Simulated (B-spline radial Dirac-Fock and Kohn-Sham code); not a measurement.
Atomic SCF run for Pb

ΔSCF core binding energies without Breit or QED terms, calculated with a radial finite-basis atomic code. Keys: rel is the Hamiltonian (dirac, or spin-free x2c and nr, where L3 and M5 stand for the whole 2p and 3d shells), method is hf or an exchange,correlation pair (spin-unpolarised, also for the hole states), nuc the nuclear model, radius_factor scales its radius, rmax is the box in bohr, h the logarithmic mesh step, order the B-spline order, points the quadrature points per cell, c_factor scales the speed of light, and damp, ndamp, maxit and tol steer the iteration. The run stops when the commutator error falls below 10·tol·max(1, Z/10), or the numerical noise floor, and the energy has settled to about 1e-8 Ha; the virial ratio is −V/T.

Input (task.json):

```json
{"items": [{"Z": 82, "q": 0, "cfg": [[1, 0, 2], [2, 0, 2], [2, 1, 6], [3, 0, 2], [3, 1, 6], [3, 2, 10], [4, 0, 2], [4, 1, 6], [4, 2, 10], [4, 3, 14], [5, 0, 2], [5, 1, 6], [5, 2, 10], [6, 0, 2], [6, 1, 2]], "A": 208, "rrms": 5.5012, "do": "settings", "holes": ["K", "L3", "M5"],
  "settings": [{"rel": "dirac", "method": "hf", "nuc": "fermi", "radius_factor": 1.0, "rmax": 45.0, "h": 0.3, "order": 5, "points": 10, "c_factor": 1.0, "maxit": 60, "damp": 0.5, "ndamp": 3, "tol": 1e-08}]}]}
```

Command: `python xray2_run.py task.json out`

Ground-state iterations:

```
iter   energy (Ha)        error
   1   -20912.12165236  2.24e+00
   2   -20912.77894557  2.45e-01
   3   -20913.68923467  3.06e-02
   4   -20913.69082580  1.44e-02
   5   -20913.69117837  1.34e-03
   6   -20913.69120128  2.98e-04
   7   -20913.69120402  1.73e-04
   8   -20913.69120459  6.18e-05
   9   -20913.69120466  6.93e-06
  10   -20913.69120467  7.35e-07
```

The ground state converged in 10 iterations, with total energy -20913.69120 Ha, virial ratio 1.86031 and highest orbital energy -5.98 eV. ΔSCF binding energies: K (1s) 88500.3 eV, L3 (2p3/2) 13080.8 eV, M5 (3d5/2) 2494.8 eV.
